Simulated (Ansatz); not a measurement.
`O[SiH2]OBF`. Total charge 0; spin multiplicity 1. The structure was optimised at the PBE0-D4/def2-TZVP level. It is one conformer, not always the lowest.

```xyz
9

O    -1.561    0.948   -0.025
Si   -0.977   -0.579   -0.046
O     0.666   -0.638   -0.157
B     1.703    0.211   -0.156
F     2.921   -0.285   -0.320
H    -1.488    1.466    0.777
H    -1.328   -1.307    1.195
H    -1.524   -1.211   -1.261
H     1.588    1.394   -0.007
```

**Question.** What is the dipole moment at r2SCAN/def2-TZVPP? (An estimate is asked.)

**Answer.** Computed: 2.14 D, with components (-1.42, 0.82, 1.39) D in this frame, pointing from negative to positive charge.

**Question.** And with PBE, B3LYP, ωB97M-V? (An estimate is asked.)

**Answer.** Ansatz gave: PBE 2.11 D, B3LYP 2.20 D, ωB97M-V 2.18 D.

**Question.** Give the Mulliken charges with r2SCAN, B3LYP, PBE in def2-TZVPP. (Best estimate.)

**Answer.** Ansatz gave: 
| atom | r2SCAN | B3LYP | PBE |
| --- | --- | --- | --- |
| O1 | -0.41 | -0.39 | -0.34 |
| Si2 | 0.61 | 0.59 | 0.49 |
| O3 | -0.35 | -0.31 | -0.24 |
| B4 | 0.40 | 0.33 | 0.28 |
| F5 | -0.25 | -0.23 | -0.19 |
| H6 | 0.21 | 0.19 | 0.19 |
| H7 | -0.09 | -0.09 | -0.08 |
| H8 | -0.07 | -0.07 | -0.06 |
| H9 | -0.04 | -0.02 | -0.04 |

B3LYP here is the variant with VWN-RPA as its local correlation; programs differ in this.
